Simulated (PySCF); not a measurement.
**Zn²⁺: excitation energy**

Zn²⁺ [Ar] 3d10 (1S) → Zn²⁺ [Ar] 3d9 4p1 (high-spin determinant), as a difference of total energies. Calculation: PySCF 2.14, in aug-cc-pVDZ-DK; the spin-free X2C one-electron Hamiltonian (Gaussian nucleus). Correlated levels: valence: [Ar] frozen. The calculations carry no spin-orbit coupling.

| method | excitation energy (eV) |
| --- | --- |
| UHF | 15.408 |
| MP2 (valence) | 17.710 |
| SCS-MP2 (valence) | 17.474 |
| CCSD (valence) | 17.095 |
| CCSD(T) (valence) | 17.146 |

Problem. How much does correlation contribute at CCSD(T) (valence)?

Solution. 17.146 − (15.408) = 1.738 eV, measured against UHF.

The determinant of the upper state mixes LS terms, which raises its energy above the lowest term, most at the Hartree-Fock and MP2 levels.
